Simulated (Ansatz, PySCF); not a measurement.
Si(OH)3(PH2) (H₅O₃PSi), SMILES O[Si](O)(O)P. Atoms are numbered in the order given.

```xyz
10

O     -0.5507    -0.3525     1.6706
Si    -0.2982    -0.2161     0.0391
O     -1.4500     0.6993    -0.7398
O     -0.4371    -1.7346    -0.6083
P      1.7460     0.6857    -0.3023
H     -1.2531    -0.9652     1.9269
H     -1.5115     1.6323    -0.5045
H     -0.6902    -1.7812    -1.5380
H      2.3096     0.0575     0.8494
H      1.4207     1.8863     0.4054
```
Charge 0, spin multiplicity 1.

The structure is a stationary point at B3LYP-D3(BJ)/def2-SVP. The structure was generated by enumeration, and PubChem lists no compound with its InChIKey, so it may never have been made. One conformer was computed; it need not be the lowest.

Two levels are set side by side: PBE-D3(BJ)/def2-SVP (Ansatz, a quantum-chemistry and plane-wave program) and B3LYP-D3(BJ)/def2-SVP (Ansatz). Each level has its own optimised geometry; the coordinates shown are those of the second. Frequencies come from the Hessian of PySCF at each geometry. Differences are taken from unrounded values.

| quantity | B3LYP-D3(BJ) | PBE-D3(BJ) | PBE-D3(BJ) minus B3LYP-D3(BJ) |
|---|---|---|---|
| mean bond length (Å) | 1.444 | 1.455 | 0.011 |
| bond O1–Si2 (Å) | 1.656 | 1.670 | 0.014 |
| bond Si2–O3 (Å) | 1.665 | 1.679 | 0.014 |
| bond Si2–O4 (Å) | 1.657 | 1.670 | 0.013 |
| bond Si2–P5 (Å) | 2.260 | 2.267 | 0.007 |
| bond O1–H6 (Å) | 0.967 | 0.976 | 0.009 |
| bond O3–H7 (Å) | 0.964 | 0.973 | 0.009 |
| bond O4–H8 (Å) | 0.965 | 0.973 | 0.009 |
| bond P5–H9 (Å) | 1.428 | 1.440 | 0.012 |
| bond P5–H10 (Å) | 1.431 | 1.443 | 0.012 |
| highest harmonic wavenumber (cm⁻¹) | 3878 | 3768 | -110 |
| mean harmonic wavenumber (cm⁻¹) | 1104 | 1073 | -31 |
| zero-point energy (kcal/mol) | 37.86 | 36.81 | -1.05 |

GGA bonds tend to be longer and softer than those of functionals with exact exchange. Differences between two approximate levels are no errors against the true value.
